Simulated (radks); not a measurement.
Results of a calculation; reference values are marked as such.
F II, 8 electrons, occupied as 1s1 2s2 2p4 3s1 (not the ground configuration). Code: a radial shooting solver on a logarithmic mesh with Libxc functionals. Model: scalar-relativistic Kohn-Sham, XLYP, spin-unpolarised, spherical densities, finite nucleus; Fermi nuclear charge, rms radius 2.8976 fm.

Local quantities along the radius. ELF = 1/(1 + alpha^2) is the electron localisation function; alpha = (tau - tau_W)/tau_unif compares the Pauli kinetic energy density with that of the uniform gas; 4 pi r^2 rho is in e/bohr; s = |grad rho|/(2 (3 pi^2)^(1/3) rho^(4/3)) is the reduced gradient; -r V(r) is the screened charge that the Kohn-Sham potential presents (atomic units). tau is taken from the large components.

r (bohr),ELF,alpha,4 pi r^2 rho,s,-r V(r)
0.01143,1.000,0.01947,0.3508,0.5001,8.898
0.01289,1.000,0.02016,0.4342,0.5035,8.878
0.01454,1.000,0.02097,0.5355,0.5075,8.856
0.01639,1.000,0.02194,0.6579,0.5124,8.831
0.01848,0.999,0.02309,0.8048,0.5182,8.802
0.02083,0.999,0.02447,0.9799,0.5249,8.770
0.02349,0.999,0.02612,1.187,0.5328,8.733
0.02649,0.999,0.02814,1.428,0.5420,8.692
0.02986,0.999,0.03061,1.707,0.5526,8.646
0.03367,0.999,0.03368,2.024,0.5649,8.593
0.03766,0.999,0.03724,2.355,0.5781,8.538
0.04246,0.998,0.04204,2.743,0.5945,8.472
0.04788,0.998,0.04823,3.160,0.6134,8.398
0.05398,0.997,0.05634,3.596,0.6354,8.315
0.06086,0.996,0.06717,4.035,0.6610,8.222
0.06862,0.993,0.08195,4.458,0.6906,8.119
0.07737,0.990,0.1026,4.841,0.7251,8.004
0.08724,0.983,0.1321,5.156,0.7650,7.877
0.09836,0.970,0.1755,5.377,0.8108,7.737
0.1109,0.945,0.2411,5.478,0.8627,7.582
0.125,0.895,0.3428,5.447,0.9197,7.413
0.141,0.798,0.5036,5.280,0.9789,7.228
0.159,0.634,0.7591,4.999,1.033,7.027
0.1792,0.428,1.156,4.643,1.067,6.810
0.2021,0.251,1.727,4.274,1.059,6.575
0.2278,0.147,2.409,3.969,0.9780,6.323
0.2569,0.103,2.949,3.806,0.8126,6.050
0.2896,0.100,3.005,3.852,0.5961,5.758
0.3266,0.135,2.528,4.138,0.4021,5.467
0.3682,0.227,1.844,4.649,0.2877,5.192
0.4151,0.384,1.267,5.315,0.2574,4.915
0.4681,0.562,0.8830,6.017,0.2848,4.621
0.5278,0.701,0.6523,6.607,0.3438,4.311
0.595,0.787,0.5195,6.945,0.4196,3.995
0.6709,0.834,0.4466,6.930,0.5072,3.683
0.7564,0.854,0.4131,6.526,0.6078,3.384
0.8529,0.855,0.4112,5.775,0.7261,3.105
0.9616,0.836,0.4436,4.786,0.8693,2.850
1.084,0.782,0.5283,3.704,1.046,2.620
1.222,0.661,0.7159,2.677,1.260,2.416
1.378,0.437,1.136,1.819,1.502,2.240
1.554,0.192,2.051,1.189,1.711,2.099
1.738,0.076,3.497,0.8070,1.755,1.998
1.96,0.043,4.734,0.5788,1.524,1.899
2.21,0.059,4.002,0.4748,1.156,1.792
2.491,0.172,2.196,0.4310,0.9581,1.719
2.809,0.529,0.9430,0.3986,1.009,1.670
3.167,0.880,0.3687,0.3507,1.232,1.616
3.571,0.980,0.1411,0.2828,1.578,1.560
4.026,0.997,0.05397,0.2052,2.063,1.508
4.54,1.000,0.02065,0.1323,2.750,1.460
5.119,1.000,0.007830,0.07506,3.764,1.423
5.771,1.000,0.002900,0.03705,5.349,1.413
6.507,1.000,0.001044,0.01556,8.058,1.392
7.337,1.000,0.0003705,0.005387,12.91,1.273
8.272,1.000,0.0001278,0.001511,21.84,1.175
9.327,1.000,0.00004147,0.0003401,39.38,1.128

On this mesh the ELF has minima near r = 0.29, 2.0 bohr, which separate the shells, and maxima near 0.85 (0.86).
